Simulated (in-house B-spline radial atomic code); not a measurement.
A run on Ar⁶⁺ (an excited or competing configuration) that did not converge. Method: scalar-relativistic (X2C) wB97X, spin-polarised, spherical fractional occupations, exact exchange averaged over the configuration, Fermi nucleus of rms radius 3.4274 fm; computed with a B-spline radial code for spherical atoms.

Command:
```bash
python run_scf.py task.json out
```
Settings (nuclear radius in fm, mass in u):
```
Z                18
configuration    [Ne] 3s1 4f1
hamiltonian      x2c
method           wb97x
spin_polarised   True
nucleus          fermi
rms_radius       3.4274
atomic_mass      39.96238
speed_of_light   137.035999084
exact_exchange   averaged over the configuration
```

First and last ten iterations of the last attempt (damped for 15 steps, keeping 80 % of the old Fock matrix, then DIIS):
```
 iter        energy (Eh)    residual
    1        -509.329182    8.37e-01
    2        -514.650947    2.54e-01
    3        -514.828852    1.91e-01
    4        -514.930483    1.43e-01
    5        -514.988211    1.07e-01
    6        -515.020855    7.97e-02
    7        -515.039253    5.95e-02
    8        -515.049595    4.43e-02
    9        -515.055398    3.31e-02
   10        -515.058649    2.46e-02
  111        -515.062782    8.75e-06
  112        -515.062782    1.83e-05
  113        -515.062782    4.20e-06
  114        -515.062782    4.11e-06
  115        -515.062782    3.58e-06
  116        -515.062782    3.10e-06
  117        -515.062782    2.94e-06
  118        -515.062782    3.08e-06
  119        -515.062782    3.70e-06
  120        -515.062782    1.04e-05
 not converged after 120 iterations
```

The smallest residual met was 2.9e-06; the threshold is about 2e-07. Over the last five steps the energy moves by less than 1e-08 hartree, but the orbitals didn't meet the threshold. Run time, properties included: 6.6 s on 1 thread of AMD EPYC 7R43 64-Core Processor, with other jobs on the host.
